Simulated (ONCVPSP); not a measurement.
# What one change does to a pseudopotential (Fe (Z = 26), ONCV)

- Element: Fe
- Generator: ONCVPSP 4.0.1
- Type: optimised norm-conserving Vanderbilt (ONCV)
- Functional: PBEsol
- Relativity: scalar-relativistic
- Frozen core: [Ne]
- Valence charge: 16
- Reference configuration: 3s2 3p6 3d7 4s1
- Partial waves: 3s+4s: rc 1.45 bohr, ncon 5, nbas 9, qcut 6.7 1/bohr, 2 projectors; 3p: rc 1.05 bohr, ncon 5, nbas 9, qcut 15 1/bohr, 1 projector; 3d: rc 1.20 bohr, ncon 4, nbas 9, qcut 12.4 1/bohr, 1 projector
- Local potential: polynomial inside 0.85 bohr (lpopt 5, dvloc0 -1 Ha)
- Core correction: Teter function, fcfact 4, rcfact 1.35

Change: local potential polynomial inside 0.85 bohr (lpopt 5, dvloc0 8 Ha).

Cutoffs: the cutoffs (Ha) at which the residual kinetic energy of the hardest occupied pseudo-wave falls to 1 and 0.1 mHa per electron; they do not see the model core or the augmentation charge, which bear on the density cutoff. Errors are all-electron minus pseudo energies relative to the spin-unpolarised reference configuration.

Predict the effect on cutoff, ghosts and configuration errors.

The potential gets neither clearly harder nor softer (68 Ha and 85 Ha → 68 Ha and 85 Ha); of the 4 tests that both files solve, the error grows in 2 and shrinks in 2 by more than 15 % and 0.3 meV (median size 3.4 → 3.4 meV); neither file shows a bound ghost.

```csv
quantity,base,changed
"cutoff, loose",68 Ha,68 Ha
"cutoff, tight",85 Ha,85 Ha
bound ghosts,none,none
GHOST(+) flags under 300 eV,none,none
"error for 3s2 3p6 3d6 4s2, meV [ΔE 0.80 eV]",+3.2,+2.6
"error for 3s2 3p6 3d6 4s1, meV [ΔE 9.55 eV]",+0.1,-0.5
"error for 3s2 3p6 3d6 4s0, meV [ΔE 25.66 eV]",-3.6,-4.3
"error for 3s2 3p6 3d5 4s2 4p1, meV [ΔE 9.58 eV]",+41,+31
s: phases at 1.47 bohr within 0.05 rad from the reference energy up to (Ha; the scan ends near 5),to the end of the scan,to the end of the scan
p: phases at 1.07 bohr within 0.05 rad from the reference energy up to (Ha; the scan ends near 5),4.9,to the end of the scan
d: phases at 1.22 bohr within 0.05 rad from the reference energy up to (Ha; the scan ends near 5),3.2,3.1
"rms error of d²Exc/dni dnj with the model core, mHa",1.15,1.15
```
